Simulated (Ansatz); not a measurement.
Reaction (substitution at a C–O bond): `COC(=S)SC` + `COB(O)Cl` → `COB(Cl)OC` + `CSC(O)=S`

Computed with Ansatz on PBE0-D4/def2-TZVP structures; ΔE is electronic, products minus reactants. CCSD(T)/CBS is the MP2 limit (def2-TZVPP, def2-QZVPP) plus CCSD(T) − MP2 in def2-TZVPP, frozen cores. This one scheme is used for every species. DFT in def2-TZVPP. B3LYP here is the variant with VWN-RPA as its local correlation; programs differ in this. Each species was taken in one conformer, which may not be the lowest.

| level | ΔE (kcal/mol) | difference from CCSD(T)/CBS |
| --- | --- | --- |
| PBE-D4 | 2.1 | 0.1 |
| PBE0-D4 | 1.9 | -0.1 |
| B3LYP-D4 | 1.6 | -0.4 |
| r2SCAN | 1.9 | -0.1 |
| PBE0 | 1.6 | -0.4 |
| MP2/def2-TZVPP | 2.8 | 0.8 |
| SCS-MP2/def2-TZVPP | 2.1 | 0.1 |
| MP2/def2-QZVPP | 2.8 | 0.8 |
| MP2/CBS(def2) | 2.8 | 0.8 |
| CCSD/CBS(def2) | 1.5 | -0.5 |
| CCSD(T)/CBS | 2.0 | 0 |

Largest T1 diagnostic among the species: 0.016.

In def2-TZVPP, CCSD(T) changes the Hartree–Fock value by +2.0 kcal/mol (the triples alone add +0.5 kcal/mol) and MP2 by +2.8 kcal/mol.
